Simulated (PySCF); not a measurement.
Which level of theory gave which numbers?

Species: C2H6Cl2Si2.
Geometry (PBE0-D3(BJ)/def2-SVP, Å), atoms numbered from 1 in this order:
```xyz
12
C2H6Cl2Si2 angstrom
Si    -1.8809    0.1089    0.6839
Si    -0.0456    1.1191   -0.3892
C      1.2156   -0.1694   -0.9169
C      1.7490   -1.0708   -0.0883
Cl     1.3325   -1.1373    1.5914
Cl     2.8954   -2.2637   -0.5643
H     -3.1357    0.8460    0.3347
H     -1.7210    0.1286    2.1686
H     -2.0137   -1.3052    0.2172
H     -0.4935    1.8210   -1.6307
H      0.5915    2.1264    0.5157
H      1.5467   -0.2199   -1.9588
```

The closed-shell ground state was solved 7 times with PySCF (density fitting, gas phase), always in the pcSseg-1 basis (160 functions), with these functionals: B97-2, CAM-B3LYP, HF, LC-wPBE, LDA, mPW1PW91 and wB97X-D.

```csv
row,total energy (Eh),HOMO (eV),LUMO (eV),dipole (D)
P,-1579.1704,-7.37,-1.29,0.95
Q,-1579.0625,-9.42,0.46,1.06
R,-1573.1092,-6.60,-2.31,0.83
S,-1579.0975,-8.85,-0.11,1.00
T,-1575.9449,-10.08,2.31,1.25
U,-1579.1483,-7.63,-1.27,0.98
V,-1578.6161,-10.21,0.90,1.11
```

Problem. Which functional belongs to which row?

Solution. P = B97-2, Q = wB97X-D, R = LDA, S = CAM-B3LYP, T = HF, U = mPW1PW91, V = LC-wPBE. By rising HOMO–LUMO gap: LDA (LDA) 4.29 eV; B97-2 (global hybrid, 21 % exact exchange) 6.08 eV; mPW1PW91 (global hybrid, 25 % exact exchange) 6.36 eV; CAM-B3LYP (range-separated hybrid) 8.74 eV; wB97X-D (range-separated hybrid) 9.88 eV; LC-wPBE (range-separated hybrid) 11.11 eV; HF (all exact exchange) 12.39 eV. Total energies of different functionals aren't bounds to one another; each is stationary for its own functional.

One conformer stands for the species.

wB97X-D is run here without its empirical dispersion term; that term would change no orbital, density or response property at a fixed geometry.
